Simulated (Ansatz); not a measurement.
```xyz
7

F     0.551   -1.351    1.641
B     0.701   -0.263    0.910
F     1.710    0.524    1.234
Si   -0.526    0.185   -0.650
H    -1.732   -0.679   -0.644
H     0.225   -0.030   -1.917
H    -0.930    1.613   -0.575
```

The species carries charge 0 and has multiplicity 1.

(1) List the PBE0/def2-TZVPP orbital energies in eV (the Gaussian-basis code of Ansatz). (Estimate.)

## Answers

(1) Computed: Occupied: -1802.63, -674.75, -674.74, -187.58, -145.03, -99.68, -99.68, -99.67, -34.89, -34.06, -16.77, -15.68, -15.29, -14.15, -13.78, -12.68, -12.26, -10.12, -10.07, -9.13. Lowest empty: -1.16, 0.72, 0.85, 1.13, 1.90, 2.36, 2.86, 3.62.
